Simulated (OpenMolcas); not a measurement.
Worked example: vertical energy of the triplet above the singlet of AlSnSiH7 (SMILES [SiH3][AlH][SnH3])

AlSnSiH7: 10 atoms, total charge 0, spin state singlet. SMILES: `[SiH3][AlH][SnH3]`. The coordinates come from a PBE0-D4/def2-TZVP relaxation.

Both states at this one shape; open shells run unrestricted unless said. 1 Eh = 27.2114 eV.

```tsv
level	program	singlet AlSnSiH7 (Eh)	triplet AlSnSiH7 (Eh)
TPSS/def2-SVP (core potential)	OpenMolcas	-750.189382	-750.084297
M06-2X/def2-SVP (core potential)	OpenMolcas	-750.087859	-749.979222
PBE0/def2-SVP (core potential)	OpenMolcas	-749.976163	-749.867694
```

Question: Work out the vertical gap, second state less first, at each level.

Answer: 
1. TPSS/def2-SVP (core potential): -750.084297 − (-750.189382) = 0.105085 Eh = 2.86 eV.
2. M06-2X/def2-SVP (core potential): -749.979222 − (-750.087859) = 0.108637 Eh = 2.96 eV.
3. PBE0/def2-SVP (core potential): -749.867694 − (-749.976163) = 0.108469 Eh = 2.95 eV.

No measured value is set beside it here; the levels span 2.86 to 2.96 eV. Spin-orbit coupling, which splits open shells on such heavy atoms by tenths of an eV, is left out.
